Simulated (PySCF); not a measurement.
A PySCF script (with the pyscf-properties extension) for the NMR shieldings of SMILES C#C[SiH2]NCC[SiH2]C#N, C5H10N2Si2, on a GFN2-xTB geometry:

```python
import basis_set_exchange as bse
import numpy as np
from pyscf import gto, dft
from pyscf.prop import nmr

atoms = """
C     2.079642    1.539150    1.375320
C     2.138188    0.501279    0.770005
Si    2.140266   -1.098459   -0.181292
N     0.578873   -1.618389   -0.693952
C    -0.205052   -0.914592   -1.676125
C    -0.788278    0.414266   -1.179673
Si   -1.831806    0.226404    0.395148
C    -2.652155    1.879465    0.686018
N    -3.156135    2.891832    0.868723
H     2.043304    2.448560    1.904533
H     2.612093   -2.163070    0.703598
H     2.919497   -0.889773   -1.403896
H    -0.002177   -2.079088   -0.010188
H    -1.019799   -1.565449   -2.012879
H     0.444655   -0.719895   -2.534993
H    -1.384835    0.851641   -1.983414
H     0.036482    1.102959   -0.983586
H    -2.918108   -0.745432    0.212532
H    -1.044460   -0.052157    1.598407
"""
names = dict.fromkeys(["C", "Si", "N", "H"], "pcSseg-1")
basis = {el: gto.basis.parse(bse.get_basis(n, elements=[el], fmt="nwchem")) for el, n in names.items()}
mol = gto.M(atom=atoms, basis=basis, charge=0, verbose=0)
mf = dft.RKS(mol, xc="PBE0")
mf.grids.level = 2
mf.grids.alignment = dft.numint.BLKSIZE   # the property module wants whole blocks of grid points
mf.conv_tol = 1e-9
mf.kernel()

calc = nmr.RKS(mf)   # GIAO
C = mf.mo_coeff
Co = C[:, mf.mo_occ > 0]
resp = mf.gen_response(singlet=True, hermi=2)
def vind(x):   # induced exchange potential for any number of trial vectors
    d = np.einsum("pi,xij,qj->xpq", C, 2 * x.reshape(-1, C.shape[1], Co.shape[1]), Co, optimize=True)
    return np.einsum("xpq,pi,qj->xij", resp(d - d.transpose(0, 2, 1)), C, Co, optimize=True).ravel()
mo1, _ = nmr.rhf.solve_mo1(calc, with_cphf=vind)
sigma = calc.kernel(mo1)
for i, s in enumerate(sigma):   # ppm
    w = np.linalg.eigvalsh((s + s.T) / 2)
    print("%2d %-2s iso %8.1f  s11 %8.1f  s22 %8.1f  s33 %8.1f" % (i, mol.atom_pure_symbol(i), w.mean(), *w))
```

Problem. Give the expected output.

Solution. 
```
 0 C  iso     83.0  s11      2.5  s22      6.2  s33    240.4
 1 C  iso     94.8  s11     -8.3  s22      5.0  s33    287.8
 2 Si iso    412.2  s11    372.8  s22    395.2  s33    468.6
 3 N  iso    225.7  s11    208.3  s22    227.8  s33    240.9
 4 C  iso    140.8  s11    115.5  s22    142.8  s33    163.9
 5 C  iso    164.6  s11    144.1  s22    163.3  s33    186.5
 6 Si iso    419.5  s11    389.5  s22    406.7  s33    462.4
 7 C  iso     63.3  s11    -51.9  s22    -47.3  s33    289.1
 8 N  iso    -98.7  s11   -298.7  s22   -295.9  s33    298.4
 9 H  iso     29.6  s11     24.4  s22     25.4  s33     39.0
10 H  iso     27.0  s11     23.0  s22     25.4  s33     32.5
11 H  iso     26.9  s11     23.1  s22     25.6  s33     32.2
12 H  iso     31.4  s11     24.5  s22     30.0  s33     39.6
13 H  iso     28.5  s11     23.0  s22     28.0  s33     34.6
14 H  iso     28.3  s11     23.2  s22     28.0  s33     33.8
15 H  iso     30.5  s11     25.5  s22     28.8  s33     37.3
16 H  iso     29.3  s11     25.7  s22     28.6  s33     33.5
17 H  iso     27.4  s11     23.7  s22     25.9  s33     32.5
18 H  iso     26.8  s11     23.3  s22     26.8  s33     30.4
```

These numbers come from an equivalent density-fitted implementation of the same equations, which agrees with the script to about 0.01 ppm for H and up to a few tenths of a ppm for heavy atoms, so last digits may differ.

Problem. Turn these shieldings into chemical shifts. Chemical shifts δ = σref − σ; TMS for ¹³C (σref 186.93), ²⁹Si (σref 349.16), ¹H (σref 31.72); NH3 for ¹⁵N (σref 267.73), all at this level.

Solution. Averaging equivalent atoms: C 7: 123.6; C 0: 103.9; C 1: 92.1; C 4: 46.2; C 5: 22.3; Si 2: -63.1; Si 6: -70.4; N 8: 366.5; N 3: 42.1; H 10/11: 4.77; H 17/18: 4.60; H 13/14: 3.29; H 9: 2.11; H 15/16: 1.80; H 12: 0.34 ppm. Experimental scales use liquid or dissolved standards, which lie at an offset from isolated NH3 (liquid NH3: subtract about 20 ppm). Unscaled 15N shifts of sp2 nitrogen come out 20 to 40 ppm too high even then.

Size and cost of the density-fitted run: 217 basis functions, 56 s wall time on 1 thread of an Arm Neoverse V2, shared host; peak memory 1 GiB.
